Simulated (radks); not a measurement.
Problem. The lutetium ion Lu18+, configuration [Kr] 4d10 4f7. All-electron calculation, scalar-relativistic Kohn-Sham, LDA (Slater exchange, VWN5 correlation), spin-polarised, spherical densities, finite nucleus; open shells are filled with parallel spins first (spin-orbit coupling, left out, can overturn this in heavy ions); Fermi nuclear charge, rms radius 5.37 fm. Program: a radial shooting solver on a logarithmic mesh with Libxc functionals. Some entries of the table are withheld. Estimate them.

orbital  occ.  eigenvalue (hartree)  <r> (bohr)  <1/r> (bohr^-1)
1s down     1             -2338.290     0.01934            82.12
1s up       1             -2338.289     0.01934            82.12
2s up       1             -412.0221     0.08190            19.16
2s down     1             -412.0128     0.08190            19.16
2p up       3             -364.7101     0.07294            17.55
2p down     3             -364.7034     0.07294            17.55
3s up       1             -106.4734      0.2128            7.083
3s down     1             -106.2769      0.2126            7.093
3p up       3             -92.26596      0.2124            6.585
3p down     3             -92.07012      0.2121            6.594
3d up       5             -75.13691      0.1925            6.234
3d down     5             -74.98437      0.1922            6.243
4s up       1             -34.08242      0.4683            3.074
4s down     1             -33.74224      0.4688            3.068
4p up       3             -29.28689      0.4924            2.828
4p down     3             -28.95716      0.4932            2.822
4d up       5             -23.02994         (1)              (2)
4d down     5             -22.70794         (3)              (4)
4f up       7             -16.03503         (5)            2.238
4f down     0             -15.70229         (6)            2.227

Solution. 
(1) 4d up <r> (bohr): 0.5153
(2) 4d up <1/r> (bohr^-1): 2.563
(3) 4d down <r> (bohr): 0.5167
(4) 4d down <1/r> (bohr^-1): 2.554
(5) 4f up <r> (bohr): 0.5331
(6) 4f down <r> (bohr): 0.5367
